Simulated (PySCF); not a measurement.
# What a mistake does to a calculation on AlB2GeH6 cation

All numbers below are calculated, not measured. The program is PySCF 2.14.0, an open-source quantum chemistry code, run on an isolated molecule that a program drew, which may never have been made. The molecule is AlB2GeH6 cation (charge +1, singlet), drawn as the SMILES string `[BH2][Ge+]([BH2])[AlH2]`.

Each row is a Hartree-Fock (HF) and frozen-core CCSD(T) single point in the cc-pV(D+d)Z basis, meant for a local HF minimum. Run 1 is clean. Each other run has one planted mistake out of seven kinds, and not every kind appears here: one electron removed, one electron added, multiplicity raised by two, geometry at a saddle point, minimal basis STO-3G, one bond length entered in bohr, all coordinates scaled. The reference is restricted for singlets and unrestricted otherwise, and also for a bond in bohr. Adding or removing an electron swaps singlet and doublet. Electrons count all cores. HOMO and LUMO are orbital energies over both spins, the gradient is its largest component, and the lowest frequency (negative if imaginary) is given only where the gradient is small. Bond lengths are over the 9 bonds as drawn. T1 is the CCSD diagnostic: over 0.02 (restricted) or 0.045 (unrestricted) a single reference is doubtful. Germanium has the cc-pVDZ-PP basis, with a core potential (ECP10MDF) in place of its 10 inner electrons, and its 3s, 3p and 3d shells are frozen in CCSD(T).

Geometry of the clean run:
```xyz
10
AlB2GeH6 cation, angstrom
B     0.9035    0.4353    1.0811
Ge   -0.7747    0.0028   -0.0532
B    -2.3379   -0.8533    1.0021
Al   -0.9088    0.4967   -2.5991
H     0.9822    1.5102    1.5884
H     1.7502   -0.3969    1.1794
H    -2.3857   -2.0412    1.0787
H    -3.1541   -0.1342    1.4877
H    -1.4671    1.9201   -2.8979
H    -0.4116   -0.7012   -3.4623
```

| run | electrons | basis functions | <S^2> | HOMO (eV) | LUMO (eV) | gradient (hartree/bohr) | lowest frequency (cm^-1) | mean bond (Å) | longest bond (Å) | T1 | HF (hartree) | CCSD(T) (hartree) | mistake |
|---|---|---|---|---|---|---|---|---|---|---|---|---|---|
| 1 | 60 | 104 | 0.000 | -14.86 | -4.72 | 2.5e-05 | 92 | 1.6245 | 2.597 | 0.0173 | -587.85552 | -588.21799 | no fault |
| 2 | 60 | 104 | 0.724 | -14.23 | -4.89 | 1.6e-02 | - | 1.7422 | 2.597 | 0.0614 | -587.73544 | -588.09746 | one bond length entered in bohr |
| 3 | 61 | 104 | 0.767 | -6.48 | 0.51 | 3.6e-02 | - | 1.6245 | 2.597 | 0.0193 | -588.06038 | -588.44071 | ? |
| 4 | 59 | 104 | 0.781 | -20.89 | -13.01 | 5.7e-02 | - | 1.6245 | 2.597 | 0.0208 | -587.34404 | -587.68487 | ? |

**Which mistake was planted in run 3, and what did it cost?**

It counts 61 electrons, one more than the clean run, at the same geometry and basis. So the mistake is: one electron added. Subtracting run 1 and multiplying by 627.51 kcal/mol a hartree, the energy moved by -128.6 kcal/mol in HF and -139.8 kcal/mol in CCSD(T).

**Which mistake was planted in run 4, and what did it cost?**

It counts 59 electrons, one fewer than the clean run, at the same geometry and basis. So the mistake is: one electron removed. Subtracting run 1 and multiplying by 627.51 kcal/mol a hartree, the energy moved by 321.0 kcal/mol in HF and 334.5 kcal/mol in CCSD(T).

Cautions from the logs. Run 2: T1 is over the limit, so its CCSD(T) energy is less reliable.
